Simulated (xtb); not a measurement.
Input for xtb: GFN2-xTB on F2GaHO (SMILES [OH][Ga]([F])[F]), a point of a torsion scan.

```
$ xtb mol.xyz --gfn 2 --sp --chrg 0 --uhf 0
5

O      1.26751950    -0.33934282    -0.35220176
Ga    -0.42477210    -0.00305476    -0.44490824
F     -1.19861619     0.81340705     0.88543706
F     -1.40323464    -0.43643287    -1.79865343
H      1.69952685    -0.04673943     0.45541071
```

Q: Predict the final total energy.

A: -15.3711 hartree.
